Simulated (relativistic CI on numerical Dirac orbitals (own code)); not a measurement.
Nd4+ (4f2) in a crystal field

Calculated by Dirac-Coulomb-Breit CI, separate exchange-only KLI orbitals for each configuration, QED by a radiative potential, valence Slater integrals scaled by 0.75, one configuration in a parametric crystal field (own radial code).

Field parameters in Wybourne normalisation. The field is a parameter set, without covalency.

S is read from ⟨S²⟩ = S(S + 1).

Levels (cm⁻¹, degeneracy): 0 (2), 136 (1), 204 (1), 216 (1), 656 (1), 811 (2), 909 (1), 2826 (1), 2861 (1), 2930 (2), 3064 (2), 3227 (1).

(1) Which field gives this pattern?
A. D4h, B20 = 2990, B40 = 1980, B44 = 760, B60 = -400, B64 = 980 cm⁻¹
B. D4h, B20 = 1400, B40 = -1850, B44 = -1750, B60 = 590, B64 = -100 cm⁻¹
C. D4h, B20 = 2620, B40 = -1770, B44 = 1380, B60 = -750, B64 = 640 cm⁻¹

Results:

(1) B. D4h, B20 = 1400, B40 = -1850, B44 = -1750, B60 = 590, B64 = -100 cm⁻¹, ground level with S = 0.97.
